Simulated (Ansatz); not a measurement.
`[CH3][AlH][Br]` + `BN` → `[CH3][AlH][BH]N` + HBr  (formal exchange of groups at the Al–Br bond)

Calculated with Ansatz (gas phase, PBE0-D4/def2-TZVP geometries, no zero-point term in ΔE). CCSD(T)/CBS adds triple-zeta CCSD(T) − MP2 to the extrapolated MP2 energy (def2 sets, frozen cores). This one scheme is used for every species. DFT in def2-TZVPP. B3LYP here is the variant with VWN-RPA as its local correlation; programs differ in this. HSE06 is defined as in plane-wave codes. For Br outer-core shells are correlated without core-valence functions, which leaves a few kJ/mol of doubt a bond. Scalar relativity is left out up to krypton. Each species was taken in one conformer, which may not be the lowest.

```
        level  ΔE (eV)  difference from CCSD(T)/CBS
      BLYP-D4     2.12                        -0.09
       B97M-V     2.19                        -0.02
     B3LYP-D4     2.19                        -0.02
   r2SCAN0-D4     2.26                         0.05
     BHLYP-D4     2.30                         0.09
      ωB97M-V     2.22                         0.01
       revPBE     2.06                        -0.15
         BLYP     2.13                        -0.08
         PBE0     2.14                        -0.07
        B3LYP     2.20                        -0.01
      r2SCANh     2.24                         0.03
      r2SCAN0     2.27                         0.06
        HSE06     2.15                        -0.06
    CAM-B3LYP     2.21                         0.00
      LC-ωPBE     2.16                        -0.05
MP2/CBS(def2)     2.33                         0.12
  CCSD(T)/CBS     2.21                            0
```

Largest T1 diagnostic among the species: 0.012.

Leaving LDA and LC-ωPBE aside and taking each functional with its dispersion term where it has one, the values, not all of them listed here, spread over 0.27 eV, from revPBE-D4 to BHLYP-D4. From PBE to PBE0 (25 % exact exchange), in def2-TZVPP and without D4, ΔE moves by +0.09 eV. At CCSD(T), def2-SVP lies −0.07 eV from the extrapolated value and def2-TZVPP −0.05 eV.
